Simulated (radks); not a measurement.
The numbers below are computed, except where a source is named.
Ta+, 72 electrons, occupied as [Xe] 4f14 5d3 6s1.

Level of theory: scalar-relativistic Kohn-Sham, HCTH/407, spin-polarised, spherical densities, finite nucleus; open shells are filled with parallel spins first (spin-orbit coupling, left out, can overturn this in heavy ions); Fermi nuclear charge, rms radius 5.3507 fm (a radial shooting solver on a logarithmic mesh with Libxc functionals).

Energy parts (eV):
| part | energy |
|---|---|
| total | -424803.88 |
| kinetic | 466508.34 |
| electron-nucleus | -1048422.05 |
| Hartree | 165942.29 |
| exchange-correlation | -8832.46 |

Orbitals (lengths in bohr, moments of r in powers of bohr):
orbital  occ.  eigenvalue (eV)       <r^4>      <r>
1s up       1        -67336.26   6.215e-07  0.01867
1s down     1        -67336.25   6.215e-07  0.01867
2s up       1        -11585.97  0.00009388  0.07897
2s down     1        -11585.84  0.00009388  0.07897
2p up       3        -10161.23  0.00007320  0.07056
2p down     3        -10161.12  0.00007320  0.07056
3s up       1        -2661.285    0.003462   0.2048
3s down     1        -2661.247    0.003462   0.2048
3p up       3        -2237.126    0.003707   0.2048
3p down     3        -2237.084    0.003706   0.2048
3d up       5        -1741.524    0.002864   0.1854
3d down     5        -1741.442    0.002864   0.1855
4s up       1        -548.8025     0.08188   0.4586
4s down     1        -548.7106     0.08187   0.4586
4p up       3        -409.4729      0.1090   0.4873
4p down     3        -409.3884      0.1089   0.4873
4d up       5        -230.8692      0.1622   0.5223
4d down     5        -230.7635      0.1617   0.5221
4f up       7         -33.0624      0.6818   0.6377
4f down     7         -32.7599      0.6419   0.6324
5s up       1         -81.0419       2.765    1.102
5s down     1         -79.7394       2.679    1.093
5p up       3         -47.6156       5.662    1.296
5p down     3         -45.7724       5.614    1.287
5d up       3         -11.5540       47.84    2.059
5d down     0          -9.5903       31.12    1.998
6s up       1         -12.3759       151.2    2.977
6s down     0         -10.9418       63.65    2.582
6p up       0          -6.9522       518.7    3.964

The highest occupied level is 5d up at -11.554 eV. Spin moment in Bohr magnetons: 4. The electron density at the nucleus is 1.393e+06 e/bohr^3 (large components only). The density falls to 0.001 e/bohr^3 at r = 4.28 bohr.
